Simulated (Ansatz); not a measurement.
System: dichloro-bis(ethenyl)silane, C$_{4}$H$_{6}$Cl$_{2}$Si (charge 0, singlet). 
Structure (B3LYP-D3(BJ)/def2-TZVP (Ansatz, a first-principles code) minimum search):
```xyz
13

C      2.2342    -1.5473     0.2595
C      1.7331    -0.4035    -0.2015
Si    -0.0326     0.1063     0.0022
Cl    -0.2512     1.1986     1.7431
Cl    -0.5048     1.3705    -1.5631
C     -1.2415    -1.2909     0.0629
C     -1.0421    -2.4738    -0.5141
H      1.6238    -2.2739     0.7834
H      3.2810    -1.8040     0.1386
H      2.3949     0.2904    -0.7126
H     -2.1763    -1.1151     0.5884
H     -1.7848    -3.2632    -0.4734
H     -0.1325    -2.7034    -1.0568
```
Charge 0, spin multiplicity 1.

Property: atomisation energy (electronic, to ground-state atoms), in eV. Cores are frozen in the correlated levels unless marked. UHF or UKS for open shells. Spin-orbit coupling is left out. Non-relativistic. The coupled-cluster limit lacks core correlation, which all-electron functionals hold. CBS(X,Y): correlation extrapolated as X^-3; Hartree-Fock from the larger set.

```
level                        program  atomisation energy (eV)
--------------------  --------------  -----------------------
PBE-D4/def2-TZVPD     Ansatz + dftd4                    55.79
r2SCAN-D4/def2-TZVPD  Ansatz + dftd4                    54.79
```

Problem. Predict the CCSD(T)/CBS(cc-pV(T+d)Z,cc-pV(Q+d)Z) result (Ansatz).

Solution. 54.61 eV
